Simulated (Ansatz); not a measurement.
Cost and result for the atomization energy of `OC1COB1[SiH3]` (13 atoms, 13 bonds).

```xyz
13

O     1.148   -1.108    1.446
C    -0.049   -0.436    1.110
C    -1.130   -1.388    0.589
O    -1.254   -0.694   -0.686
B    -0.243    0.164   -0.366
Si    0.561    1.596   -1.541
H     1.869   -0.474    1.422
H    -0.411    0.188    1.937
H    -0.770   -2.406    0.435
H    -2.087   -1.393    1.114
H     0.119    1.515   -2.958
H     0.197    2.938   -1.002
H     2.049    1.497   -1.499
```

Charge 0, multiplicity 1. The geometry is a stationary point of PBE0-D4/def2-TZVP. It is one conformer, not always the lowest. Program: Ansatz. All runs use 4 threads of an Arm Neoverse V1 on a shared host. Times are those of one run each, without the atoms' runs, and a repeat can differ threefold. Electronic energies, without spin–orbit coupling; frozen cores. CCSD(T)/CBS adds CCSD(T) − MP2 in def2-TZVPP to the MP2 limit, and its time is that of the two runs behind it. T1 = 0.015. B3LYP takes the VWN-RPA correlation (the form of Gaussian; ORCA's B3LYP/G).

CCSD(T)/CBS is a level of theory with its own doubt, some kJ/mol a heavy atom from the limit and from the frozen cores, so smaller differences don't rank the functionals.

```
                             level  functions  wall time  atomization (kcal/mol)  difference from CCSD(T)/CBS  per bond
   PBE-D4/def2-TZVPP (with forces)        295      3.7 s                  1205.5                         29.5       2.3
                PBE0-D4/def2-TZVPP        295      4.7 s                  1181.6                          5.6       0.4
r2SCAN-D4/def2-TZVPP (with forces)        295      7.5 s                  1182.7                          6.7       0.5
 B3LYP-D4/def2-TZVPP (with forces)        295        8 s                  1176.0                          0.0       0.0
                 B2PLYP/def2-TZVPP        295        9 s                  1164.1                        -11.9      -0.9
                ωB97X-V/def2-TZVPP        295       12 s                  1183.3                          7.3       0.6
  ωB97M-V/def2-TZVPP (with forces)        295       18 s                  1182.1                          6.1       0.5
                    MP2/def2-QZVPP        565       41 s                  1186.2                         10.2       0.8
                CCSD(T)/def2-TZVPP        295     19 min                  1145.9                        -30.1      -2.3
                 CCSD(T)/CBS(def2)          –     20 min                  1176.0                          0.0       0.0
```

From PBE to PBE0 (25 % exact exchange), in def2-TZVPP and without D4, the atomization energy moves by −23.0 kcal/mol: exact exchange takes away binding that semilocal exchange gives to molecules. In def2-TZVPP, CCSD(T) changes the Hartree–Fock value by +296.3 kcal/mol (the triples alone add +18.6 kcal/mol) and MP2 by +318.9 kcal/mol; breaking electron pairs costs correlation energy, which Hartree–Fock lacks. The D4 term adds +9.9 kcal/mol with B3LYP and +5.2 kcal/mol with PBE0; it sums over pairs of atoms, weighted by their polarisabilities, and B3LYP, whose exchange is more repulsive, gets the larger term.
